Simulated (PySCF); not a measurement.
# What a mistake does to a calculation on AlB2H4O cation

All numbers below are calculated, not measured. The program is PySCF 2.14.0, an open-source quantum chemistry code, run on an isolated molecule that a program drew, which may never have been made. The molecule is AlB2H4O cation (charge +1, singlet), drawn as the SMILES string `[BH+][O][AlH][BH2]`.

Each row is a Hartree-Fock (HF) and frozen-core CCSD(T) single point in the cc-pV(D+d)Z basis, meant for a local HF minimum. Run 1 is clean. Each other run has one planted mistake out of seven kinds, and not every kind appears here: one electron removed, one electron added, multiplicity raised by two, geometry at a saddle point, minimal basis STO-3G, one bond length entered in bohr, all coordinates scaled. The reference is restricted for singlets and unrestricted otherwise, and also for a bond in bohr. Adding or removing an electron swaps singlet and doublet. Electrons count all cores. HOMO and LUMO are orbital energies over both spins, the gradient is its largest component, and the lowest frequency (negative if imaginary) is given only where the gradient is small. Bond lengths are over the 7 bonds as drawn. T1 is the CCSD diagnostic: over 0.02 (restricted) or 0.045 (unrestricted) a single reference is doubtful.

Geometry of the clean run:
```xyz
8
AlB2H4O cation, angstrom
B    -0.6380   -0.0289    3.7638
O     0.2044   -0.0065    2.8930
Al    1.5665    0.1890    1.5791
B     1.7419   -1.5583    0.3548
H    -1.4523   -0.0554    4.6028
H     2.1438    1.6133    1.8207
H     1.1006   -1.6628   -0.6479
H     2.4790   -2.4456    0.6664
```

| run | electrons | basis functions | <S^2> | HOMO (eV) | LUMO (eV) | gradient (hartree/bohr) | lowest frequency (cm^-1) | mean bond (Å) | longest bond (Å) | T1 | HF (hartree) | CCSD(T) (hartree) | mistake |
|---|---|---|---|---|---|---|---|---|---|---|---|---|---|
| 1 | 34 | 85 | 0.000 | -15.06 | -3.20 | 1.6e-05 | 90 | 1.4814 | 2.141 | 0.0159 | -368.28826 | -368.71975 | no fault |
| 2 | 34 | 85 | 0.000 | -15.20 | -3.20 | 3.4e-02 | - | 1.4444 | 2.087 | 0.0149 | -368.28354 | -368.71135 | all coordinates scaled |
| 3 | 34 | 85 | 2.012 | -12.09 | -5.72 | 2.9e-02 | - | 1.4814 | 2.141 | 0.0205 | -368.18031 | -368.60327 | multiplicity raised by two |
| 4 | 35 | 85 | 0.760 | -4.79 | 1.22 | 3.9e-02 | - | 1.4814 | 2.141 | 0.0208 | -368.43109 | -368.89191 | one electron added |
| 5 | 33 | 85 | 0.783 | -23.22 | -12.99 | 6.8e-02 | - | 1.4814 | 2.141 | 0.0195 | -367.77427 | -368.17525 | one electron removed |
| 6 | 34 | 85 | 0.692 | -15.06 | -5.11 | 2.1e-02 | - | 1.6301 | 2.210 | 0.0703 | -368.15218 | -368.58541 | ? |

**Which mistake was planted in run 6, and what did it cost?**

The mean bond changes by a factor of 1.100 and the longest by 1.032, so the molecule wasn't scaled as a whole. A length L in bohr read as angstrom grows by (1/0.5292 - 1) L = 0.890 L. The 7 bonds together grew by 7 x 0.1487 = 1.041 Å, which gives L = 1.170 Å. That is bond B1-H5, 1.169 Å in the clean geometry. So the mistake is: one bond length entered in bohr. Subtracting run 1 and multiplying by 627.51 kcal/mol a hartree, the energy moved by 85.4 kcal/mol in HF and 84.3 kcal/mol in CCSD(T).

Cautions from the logs. Run 6: T1 is over the limit, so its CCSD(T) energy is less reliable.
